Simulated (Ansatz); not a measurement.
One change: `O[SiH](Cl)[SiH2][SiH3]` becomes `O[SiH](Cl)[GeH2][Cl]`.

Ansatz, PBE0-D4/def2-TZVP geometries, multiplicity 1. Each molecule was computed in one conformer, which needn't be the lowest.

Scalar relativity is left out up to krypton.

```tsv
property	`O[SiH](Cl)[SiH2][SiH3]`
HOMO energy (PBE/def2-TZVPP) / eV	-6.70
HOMO energy (PBE0/def2-TZVPP) / eV	-7.86
LUMO energy (PBE/def2-TZVPP) / eV	-1.44
HOMO–LUMO gap (PBE/def2-TZVPP) / eV	5.26
HOMO–LUMO gap (B3LYP/def2-TZVPP) / eV	6.87
HOMO energy (ωB97M-V/def2-TZVPP) / eV	-9.85
```

Give the same properties after the change, and the shifts. (Best estimate.)

The calculation gave: 
```tsv
property	`O[SiH](Cl)[GeH2][Cl]`	shift
HOMO energy (PBE/def2-TZVPP) / eV	-6.93	-0.23
HOMO energy (PBE0/def2-TZVPP) / eV	-8.14	-0.28
LUMO energy (PBE/def2-TZVPP) / eV	-2.01	-0.57
HOMO–LUMO gap (PBE/def2-TZVPP) / eV	4.92	-0.34
HOMO–LUMO gap (B3LYP/def2-TZVPP) / eV	6.55	-0.32
HOMO energy (ωB97M-V/def2-TZVPP) / eV	-10.18	-0.33
```

With PBE0 the HOMO falls by 0.28 eV and the LUMO falls by 0.57 eV, so the gap narrows by about 0.29 eV. PBE moves the HOMO by -0.23 eV and ωB97M-V by -0.33 eV. The zero-point energy changes by -63.0 kJ/mol with -9 modes.

Positive LUMOs are unbound, so they and the gaps depend on the basis.

B3LYP here is the variant with VWN-RPA as its local correlation; programs differ in this.
